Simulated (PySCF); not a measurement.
Gas-phase reaction: ZrCl4 + 6 O → ZrO2 + 4 ClO

Method: PySCF energies (xtb for GFN2) plus ideal-gas RRHO corrections (1 bar). S°(298 K) at PBE0/def2-TZVP differs from the NASA 1993 table for ZrO2 (-6 J/mol/K); whether the harmonic model or the table's entry is off was not settled. † marks an energy on the PBE0/def2-TZVP geometry and frequencies; other levels use their own. Open shells (unrestricted): O (multiplicity 3, electronic degeneracy 9), ClO (multiplicity 2, electronic degeneracy 4); the rest are closed-shell singlets. GFN2 has no spin-polarisation term. Spin-orbit splitting is ignored; it lowers the true energy and changes the entropy of O, ClO. Zr: scalar-relativistic def2 core potential, no spin-orbit coupling. The harmonic model lacks anharmonicity and excited electronic states, which grow with temperature; levels with a mode under 35 cm⁻¹ are left out. Soft modes under 120 cm⁻¹ make the harmonic entropy rough for ZrCl4.

| level | ΔE electronic, kJ | ΔH°(298 K), kJ | ΔS°(298 K), J/K | ΔG°(2500 K), kJ |
|---|---|---|---|---|
| GFN2-xTB | -2162 | -2156 | -175 | -1603 |
| M06-2X/def2-TZVP† | -449 | -441 | -164 | 89 |
| PBE/def2-SVP | -715 | -708 | -164 | -183 |
| PBE/def2-TZVP† | -829 | -821 | -164 | -290 |
| PBE0/def2-QZVP† | -525 | -517 | -164 | 13 |
| PBE0/def2-SVP† | -367 | -359 | -164 | 172 |
| PBE0/def2-TZVP | -509 | -501 | -164 | 29 |
| r2SCAN/def2-TZVP† | -567 | -559 | -164 | -29 |
| LDA/def2-TZVP† | -1190 | -1182 | -164 | -652 |
| ωB97M-V/def2-TZVP† | -489 | -481 | -164 | 49 |
| ωB97X-V/def2-TZVP† | -504 | -496 | -164 | 35 |
ΔH° is lowest at GFN2-xTB and highest at PBE0/def2-SVP†. No reference value is set beside these.
